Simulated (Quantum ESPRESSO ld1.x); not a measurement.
Results of a calculation; reference values are marked as such.
These are the eigenvalues of the occupied orbitals of an atom or ion with whole-number occupations (eV). Code: ld1.x of Quantum ESPRESSO 7.5. Model: scalar-relativistic Kohn-Sham, relativistic LDA (MacDonald-Vosko exchange, VWN5 correlation), spin-unpolarised, spherical densities, point nucleus.

1s: -73943.3
2s: -13361.4
2p: -11726.2
3s: -3544.05
3p: -3062.64
3d: -2523.41
4s: -1168.09
4p: -1005.73
4d: -804.436
4f: -579.645

Which element is it, and in what charge state? The configuration may be excited.

Answer. Z = 76, osmium, charge +21: Os21+ in [Kr] 4d10 4f9. The list shows which subshells hold electrons but not how many an open one holds; the 1s level, -2717.4 hartree, gives Z - s = 73.7 by -(Z - s)^2/2, which with screening and relativity narrows Z to a few neighbours, and the depths of the outer levels then fix element, charge and occupations together.
